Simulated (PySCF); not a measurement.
Bonds (- single, = double, # triple, : aromatic): C1=C2 1.337 Å, C2-O3 1.338 Å, O3-B4 1.442 Å, B4-P5 1.981 Å. C1 carries H6, H7; C2 carries H8; B4 carries H9, H10; P5 carries H11, H12, H13. Formal charges: B4 -1, P5 +1. H6 is cis to O3; H7 is trans to O3.

Geometry: PBE0-D3(BJ)/def2-SVP; GIAO shifts from PySCF, gas phase, non-relativistic, averaged over equivalent atoms.

At KT3/pcSseg-2 (299 basis functions, 52 s wall time on 1 thread of an Arm Neoverse V1, shared host):
| atoms | δ (ppm) |
| --- | --- |
| C2 | 152.6 |
| C1 | 83.0 |
| O3 | 105.5 |
| B4 | -15.8 |
| P5 | -148.3 |
| H8 | 6.45 |
| H11/H12/H13 | 4.06 |
| H6 | 4.05 |
| H7 | 3.74 |
| H9/H10 | 3.72 |

Scale: 13C (σ = 181.31 ppm) and 1H (σ = 31.35 ppm) vs TMS; 17O (σ = 323.80 ppm) vs H2O; 11B (σ = 98.64 ppm) vs BF3·OEt2; 31P (σ = 321.56 ppm) vs H3PO4 (reference shieldings calculated alike).

**Question.** What do these become at LC-wPBE/pcSseg-2?

**Answer.** 
```tsv
atoms	δ at LC-wPBE/pcSseg-2	change
C2	171.1	+18.5
C1	98.4	+15.4
O3	81.6	-23.9
B4	-19.6	-3.8
P5	-164.8	-16.5
H8	6.51	+0.06
H11/H12/H13	4.07	+0.01
H6	4.37	+0.32
H7	4.09	+0.35
H9/H10	3.46	-0.26
```

Scale: 13C (σ = 188.30 ppm) and 1H (σ = 31.32 ppm) vs TMS; H2O for 17O (σ = 332.63 ppm); BF3·OEt2 for 11B (σ = 98.95 ppm); 31P (σ = 291.91 ppm) against H3PO4 (reference shieldings calculated alike).

The largest change is at O3 (oxygen bonded to C, B). Cost: 299 basis functions, 48 s wall time on 1 thread of an Arm Neoverse V2, shared host.

Experimental scales use liquid or dissolved standards, which lie at an offset from isolated H2O (liquid H2O: subtract about 36 ppm) and H3PO4.
